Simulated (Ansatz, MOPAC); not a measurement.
System: GeCl, charge 1, multiplicity 1. SMILES of the parent species: [Cl][Ge]

Atoms: Cl1, Ge2. Bonds: Cl1-Ge2.

Bond lengths (Å) and angles (degrees) optimised at PM6 with MOPAC; PM7 with MOPAC; MNDO with MOPAC; HF/3-21G with Ansatz (a quantum-chemistry and plane-wave program); B3LYP/6-31G* with LANL2DZ past Ar with Ansatz; MP2/6-31G* with LANL2DZ past Ar with Ansatz, each started from the B3LYP-D3(BJ)/def2-TZVP structure (Ansatz) of the last column. A row stands for all coordinates that are equal there. 6-31G* holds six Cartesian d functions.

```tsv
coordinate	PM6	PM7	MNDO	HF/3-21G	B3LYP/6-31G* with LANL2DZ past Ar	MP2/6-31G* with LANL2DZ past Ar	B3LYP-D3(BJ)/def2-TZVP
Cl1-Ge2	2.096	2.168	2.126	2.165	2.114	2.110	2.077
```

Mean signed difference of all 1 bond lengths from B3LYP-D3(BJ)/def2-TZVP: PM6 0.019 Å, PM7 0.091 Å, MNDO 0.050 Å, HF/3-21G 0.088 Å, B3LYP/6-31G* with LANL2DZ past Ar 0.037 Å, MP2/6-31G* with LANL2DZ past Ar 0.033 Å.
